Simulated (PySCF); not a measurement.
Species: C₁₀H₉BO₂.
Geometry (PBE0-D3(BJ)/def2-SVP, Å), atoms numbered from 1 in this order:
```xyz
22
C10H9BO2 angstrom
C     -0.1054    3.8620    0.4952
C      0.0756    2.6790    0.2920
C      0.2567    1.2814    0.0617
C      1.5045    0.7566   -0.3110
C      1.6979   -0.6116   -0.5428
C      3.0584   -1.1325   -0.9091
C      0.6081   -1.4789   -0.4010
C     -0.6420   -0.9829   -0.0292
C     -0.8131    0.3853    0.1983
C     -2.2359    0.6802    0.5724
O     -2.9114   -0.5634    0.5729
B     -2.0566   -1.5842    0.2301
O     -2.4592   -2.8720    0.1582
H     -0.2591    4.9099    0.6753
H      2.3455    1.4457   -0.4225
H      2.9881   -2.0402   -1.5255
H      3.6425   -0.3851   -1.4652
H      3.6355   -1.3937   -0.0063
H      0.7413   -2.5492   -0.5844
H     -2.3147    1.1492    1.5683
H     -2.7158    1.3661   -0.1472
H     -3.3951   -2.9673    0.3674
```

The closed-shell ground state was solved at several levels (PySCF, density fitting, gas phase, non-relativistic).

```csv
level,basis functions,total energy (Eh),HOMO (eV),LUMO (eV),gap (eV),dipole (D)
KT2/pcSseg-1,266,-571.4364,-5.87,-2.07,3.80,0.64
PBE0/pcSseg-1,266,-561.1172,-6.84,-1.29,5.55,0.75
B3LYP/pcJ-1,441,-561.8611,-6.61,-1.42,5.19,0.72
```

Task: Estimate the row for CAM-B3LYP/def2-SVPD, a basis of 338 functions; the other rows only guide the guess.

Result: Total energy -561.1725 Eh, HOMO -8.00 eV, LUMO -0.30 eV, gap 7.70 eV, dipole 0.86 D.

Task: Over all these levels, which gives the widest orbital gap and which the narrowest?

Result: CAM-B3LYP/def2-SVPD (range-separated hybrid) has the widest, 7.70 eV, and KT2/pcSseg-1 (GGA) the narrowest, 3.80 eV. Functional and basis both differ between the two, so the spread mixes both effects.

Task: How far do the dipole and the HOMO energy spread over the levels?

Result: The dipole runs from 0.64 to 0.86 D (mean 0.74 D) and the HOMO from -8.00 to -5.87 eV.

One conformer stands for the species.
